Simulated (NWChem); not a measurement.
SiH$_{2}$O$_{2}$F$_{2}$; SMILES O[Si](O)(F)F

Results from NWChem. Geometry: optimised at PBE0/def2-SVP. Level: PBE0/def2-SVP with SMD, gas-phase geometry; reactions with the solvents are ignored. One conformer.

| SMD term (kcal/mol) | water | n-hexane |
|---|---|---|
| distortion of the solute's density | 1.38 | 0.08 |
| polarisation | -13.47 | -2.94 |
| cavity, dispersion and structure | 2.92 | -0.68 |

**Question.** Sum the solvation free energies, find the transfer free energy from water to n-hexane and the partition coefficient at 298.15 K.

**Answer.** 
1. ΔG(solv, water) = -9.17 kcal/mol and ΔG(solv, n-hexane) = -3.54 kcal/mol (1 M gas to 1 M solution).
2. Transfer: -3.54 − (-9.17) = 5.63 kcal/mol.
3. log₁₀ K(n-hexane/water) = −ΔG/(RT ln 10) = -5.63/1.364 = -4.1, so the model puts more of the solute in water.
4. Of the transfer energy, 9.23 kcal/mol is electrostatic and -3.60 comes from the non-electrostatic term. The two phases are taken as the pure solvents.
